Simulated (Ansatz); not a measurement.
Consider the cleavage of the Si–Si bond: `N[SiH2][SiH2]F` + `[OH][SnH3]` → `N[SiH2][O][SnH3]` + `F[SiH3]`.

Calculated with Ansatz (gas phase, PBE0-D4/def2-TZVP geometries, no zero-point term in ΔE). CBS: MP2 limit from def2 TZ/QZ plus the TZ coupled-cluster correction, frozen cores. This one scheme is used for every species. DFT in def2-TZVPP. B3LYP here is the variant with VWN-RPA as its local correlation; programs differ in this. def2 core potentials past Kr. For Sn outer-core shells are correlated without core-valence functions, which leaves a few kJ/mol of doubt a bond. One conformer a species, not always the lowest.

`N[SiH2][SiH2]F`:

```xyz
10

N     1.566    0.829    0.164
Si   -0.001    0.728   -0.543
Si   -1.009   -1.241    0.235
F    -0.939   -1.254    1.846
H     1.668    0.685    1.156
H     2.224    1.518   -0.165
H    -0.916    1.881   -0.275
H     0.156    0.647   -2.022
H    -2.442   -1.330   -0.155
H    -0.307   -2.462   -0.242
```

`[OH][SnH3]`:

```xyz
6

O     0.989   -0.090    1.126
Sn   -0.401    0.149   -0.249
H     1.673   -0.712    0.869
H    -1.141   -1.364   -0.540
H     0.339    0.747   -1.669
H    -1.459    1.271    0.463
```

`N[SiH2][O][SnH3]`:

Cartesian coordinates in Å:
```
N -0.323 -1.578 0.380
Si -0.614 -0.672 -1.056
O -0.369 0.917 -0.799
Sn 0.722 1.692 0.648
H -1.037 -1.718 1.076
H 0.342 -2.332 0.379
H 0.344 -1.213 -2.059
H -2.014 -0.824 -1.530
H 2.238 0.912 0.653
H -0.129 1.485 2.109
H 0.839 3.330 0.199
```

`F[SiH3]`:

Cartesian coordinates in Å:
```
F 0.185 1.395 0.673
Si -0.005 -0.036 -0.017
H -1.404 -0.141 -0.494
H 0.282 -1.082 0.992
H 0.941 -0.135 -1.153
```

```csv
level,ΔE (kcal/mol)
B3LYP-D4,-33.7
ωB97M-V,-35.2
```

(1) What does CCSD(T)/CBS give? (Best estimate.)

Largest T1 diagnostic among the species: 0.014.

Answers

(1) Ansatz gave: -35.2 kcal/mol. The listed levels differ from it by 1.5, 0.0 kcal/mol.

The D4 term adds −0.9 kcal/mol with B3LYP and −0.5 kcal/mol with PBE0; it sums over pairs of atoms, weighted by their polarisabilities, and B3LYP, whose exchange is more repulsive, gets the larger term. From PBE to PBE0 (25 % exact exchange), in def2-TZVPP and without D4, ΔE moves by −2.3 kcal/mol. In def2-TZVPP, CCSD(T) changes the Hartree–Fock value by +3.7 kcal/mol (the triples alone add +0.3 kcal/mol) and MP2 by +1.8 kcal/mol.
